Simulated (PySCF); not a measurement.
PySCF input (M06-2X/6-31G* (5d)):

```python
from pyscf import gto, dft

mol = gto.M(
    atom='''
    Be   -0.90991514   -0.52635867   -0.69382244
    C     0.30786388    0.17809004    0.23475032
    H     0.86726306   -0.57499595    0.80022571
    H    -0.10131557    0.89286335    0.95689965
    H     1.02652982    0.71902706   -0.39033749
    ''',
    basis='6-31g*',
    charge=1,
    spin=0,
    verbose=4,
)

mf = dft.RKS(mol, xc='m062x')
mf.grids.level = 4
mf.conv_tol = 1e-9
mf.max_cycle = 100
mf.max_memory = 1500
mf.kernel()
if not mf.converged:
    mf = mf.newton()
    mf.kernel(mf.make_rdm1())
mf.dip_moment()
```

Output:

```
PySCF version 2.14.0

[INPUT] verbose = 4
[INPUT] num. atoms = 5
[INPUT] num. electrons = 12
[INPUT] charge = 1
[INPUT] spin (= nelec alpha-beta = 2S) = 0
[INPUT] symmetry False subgroup None
[INPUT] Mole.unit = angstrom
[INPUT] Symbol           X                Y                Z      unit          X                Y                Z       unit  Magmom
[INPUT]  1 Be    -0.909915140000  -0.526358670000  -0.693822440000 AA   -1.719490411195  -0.994673729590  -1.311134390677 Bohr   0.0
[INPUT]  2 C      0.307863880000   0.178090040000   0.234750320000 AA    0.581778416846   0.336541401113   0.443613812454 Bohr   0.0
[INPUT]  3 H      0.867263060000  -0.574995950000   0.800225710000 AA    1.638889661352  -1.086584868234   1.512207429736 Bohr   0.0
[INPUT]  4 H     -0.101315570000   0.892863350000   0.956899650000 AA   -0.191458679454   1.687267198162   1.808278267192 Bohr   0.0
[INPUT]  5 H      1.026529820000   0.719027060000  -0.390337490000 AA    1.939860218499   1.358764219551  -0.737630952250 Bohr   0.0

nuclear repulsion = 19.863747370677
number of shells = 18
number of NR pGTOs = 66
number of NR cGTOs = 34
basis = 6-31g*
ecp = {}

******** <class 'pyscf.dft.rks.RKS'> ********
method = RKS
initial guess = minao
damping factor = 0
level_shift factor = 0
DIIS = <class 'pyscf.scf.diis.CDIIS'>
diis_start_cycle = 1
diis_space = 8
diis_damp = 0
SCF conv_tol = 1e-09
SCF conv_tol_grad = None
SCF max_cycles = 100
direct_scf = True
direct_scf_tol = 1e-13
XC library pyscf.dft.libxc version 7.1.2
    S. Lehtola, C. Steigemann, M. J. T. Oliveira, and M. A. L. Marques,  SoftwareX 7, 1–5 (2018)
XC functionals = m062x
    Y. Zhao and D. G. Truhlar,  Theor. Chem. Acc. 120, 215 (2008)
    Y. Zhao and D. G. Truhlar,  Theor. Chem. Acc. 120, 215 (2008)
radial grids:
    Treutler-Ahlrichs [JCP 102, 346 (1995); DOI:10.1063/1.469408] (M4) radial grids

becke partition: Becke, JCP 88, 2547 (1988); DOI:10.1063/1.454033
pruning grids: <function nwchem_prune>
grids dens level: 4
symmetrized grids: False
atomic radii adjust function: <function treutler_atomic_radii_adjust>
small_rho_cutoff = 0
Set gradient conv threshold to 3.16228e-05
Initial guess from minao.
tot grids = 103608
init E= -54.6023773765148
  HOMO = -0.403548432471489  LUMO = -0.145523212020861  gap/eV = 7.02122
cycle= 1 E= -54.2544964524538  delta_E= 0.348  |g|= 0.204  |ddm|= 1.88
  HOMO = -0.60434707230316  LUMO = -0.356716595927665  gap/eV = 6.73837
cycle= 2 E= -54.2638760690677  delta_E= -0.00938  |g|= 0.142  |ddm|= 0.368
  HOMO = -0.623172183107322  LUMO = -0.346123531186405  gap/eV = 7.53888
cycle= 3 E= -54.2696554374486  delta_E= -0.00578  |g|= 0.0378  |ddm|= 0.135
  HOMO = -0.610823672963614  LUMO = -0.339916858782184  gap/eV = 7.37175
cycle= 4 E= -54.2700153354516  delta_E= -0.00036  |g|= 0.00476  |ddm|= 0.0268
  HOMO = -0.611215922221809  LUMO = -0.340870811032732  gap/eV = 7.35647
cycle= 5 E= -54.2700245536864  delta_E= -9.22e-06  |g|= 0.000818  |ddm|= 0.00574
  HOMO = -0.611108860987697  LUMO = -0.340938916036391  gap/eV = 7.35170
cycle= 6 E= -54.2700250815194  delta_E= -5.28e-07  |g|= 0.000168  |ddm|= 0.00153
  HOMO = -0.611063458450196  LUMO = -0.34093066704434  gap/eV = 7.35069
cycle= 7 E= -54.2700251113527  delta_E= -2.98e-08  |g|= 1.24e-05  |ddm|= 0.000442
  HOMO = -0.611061627058321  LUMO = -0.34093370289429  gap/eV = 7.35056
cycle= 8 E= -54.2700251114828  delta_E= -1.3e-10  |g|= 1.68e-06  |ddm|= 3.59e-05
  HOMO = -0.611062085073837  LUMO = -0.340933633327331  gap/eV = 7.35057
Extra cycle  E= -54.2700251114837  delta_E= -8.81e-13  |g|= 1.12e-06  |ddm|= 3.79e-06
converged SCF energy = -54.2700251114837

WARN: System has nonzero charge 1; the dipole moment is origin-dependent.
Location of origin: [0. 0. 0.]

Dipole moment(X, Y, Z, Debye): -4.64292, -2.68581, -3.54029
```

The dipole moment of an ion depends on the origin.
